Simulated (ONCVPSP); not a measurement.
What the settings do to the ONCV potential of Fe

Base potential:

- Element: iron
- Generator: ONCVPSP 4.0.1
- Type: optimised norm-conserving Vanderbilt (ONCV)
- Functional: PBE
- Relativity: scalar-relativistic
- Frozen core: [Ne]
- Valence charge: 16
- Reference configuration: 3s2 3p6 3d6.5 4s1.5
- Partial waves: 3s+4s: rc 1.45 bohr, ncon 3, nbas 6, qcut 7.1 1/bohr, 2 projectors; 3p: rc 0.95 bohr, ncon 4, nbas 9, qcut 10.3 1/bohr, 3 projectors, debl 3 Ha; 3d: rc 1.65 bohr, ncon 4, nbas 9, qcut 7.4 1/bohr, 1 projector
- Local potential: polynomial inside 0.80 bohr (lpopt 5, dvloc0 -1 Ha)
- Core correction: polynomial model core, fcfact 0.7

All-electron outer shells of the reference configuration (PBE, scalar-relativistic, ld1.x):

| shell | level (eV) | outermost node (bohr) | outermost maximum (bohr) |
| --- | --- | --- | --- |
| 2p | -695.71 | – | 0.18 |
| 3s | -91.55 | 0.33 | 0.70 |
| 3p | -57.65 | 0.30 | 0.72 |
| 3d | -5.48 | – | 0.72 |
| 4s | -4.74 | 1.01 | 2.47 |

Cutoffs, loose and tight: the cutoffs (Ha) at which the residual kinetic energy of the hardest occupied pseudo-wave falls to 1 and 0.1 mHa per electron. They do not see the model core or the augmentation charge, which bear on the density cutoff. Test errors are all-electron minus pseudo excitation energies from the reference, over the configurations 3s2 3p6 3d6 4s2; 3s2 3p6 3d6 4s1; 3s2 3p6 3d6 4s0; 3s2 3p6 3d5 4s2. A dash means not determined; rows that change the core or the reference have their own tests.

A true bound ghost makes a file unfit for plane-wave use even where its test errors are small: the radial tests pick states by their node count and pass the ghost by.

```tsv
change	outcome	cutoff, loose	cutoff, tight	bound ghosts	GHOST(+) flags above zero	largest test error (meV)
base	generated	31 Ha	108 Ha	none	none	+155
all radii but the core radius scaled by about 0.77 (s 1.12, p 0.72, d 1.26 bohr); local potential polynomial inside 0.62 bohr (lpopt 5, dvloc0 -1 Ha)	generated	191 Ha	419 Ha	p	s, p	+44
all radii but the core radius scaled by about 0.88 (s 1.28, p 0.84, d 1.46 bohr); local potential polynomial inside 0.70 bohr (lpopt 5, dvloc0 -1 Ha)	generated	124 Ha	238 Ha	none	s, p	+93
all radii but the core radius scaled by about 1.08 (s 1.58, p 1.02, d 1.78 bohr); local potential polynomial inside 0.86 bohr (lpopt 5, dvloc0 -1 Ha)	generated	32 Ha	62 Ha	none	none	+211
all radii but the core radius scaled by about 1.13 (s 1.64, p 1.08, d 1.86 bohr); local potential polynomial inside 0.90 bohr (lpopt 5, dvloc0 -1 Ha)	generated	33 Ha	39 Ha	none	none	+246
all radii but the core radius scaled by about 1.20 (s 1.74, p 1.14, d 1.98 bohr); local potential polynomial inside 0.96 bohr (lpopt 5, dvloc0 -1 Ha)	generated	33 Ha	40 Ha	none	none	+310
all radii but the core radius scaled by about 1.25 (s 1.82, p 1.20, d 2.06 bohr); local potential polynomial inside 1.00 bohr (lpopt 5, dvloc0 -1 Ha)	generated	34 Ha	41 Ha	none	none	+359
all radii but the core radius scaled by about 1.31 (s 1.90, p 1.24, d 2.16 bohr); local potential polynomial inside 1.04 bohr (lpopt 5, dvloc0 -1 Ha)	generated	34 Ha	41 Ha	none	none	+411
```

Question: What comes out with this change to the base: all radii but the core radius scaled by about 0.82 (s 1.20, p 0.78, d 1.36 bohr); local potential polynomial inside 0.66 bohr (lpopt 5, dvloc0 -1 Ha)?

Answer: outcome: generated; cutoff, loose: 157 Ha; cutoff, tight: 377 Ha; bound ghosts: p; GHOST(+) flags above zero: p; largest test error (meV): +66.

Reading the sweep of the scale of all radii but the core radius (base = 1) (base included, trends over the rows without a ghost): The loose cutoff is not monotonic: lowest 31 Ha at 1, highest 124 Ha at 0.88. The median size of the test errors (rows with all tests solved) rises from 7.9 meV at 0.88 to 41.0 meV at 1.31. More of the atom is replaced by a form fitted at one configuration, so other configurations suffer as the radius grows. Bound ghosts are found at 0.77, 0.82.
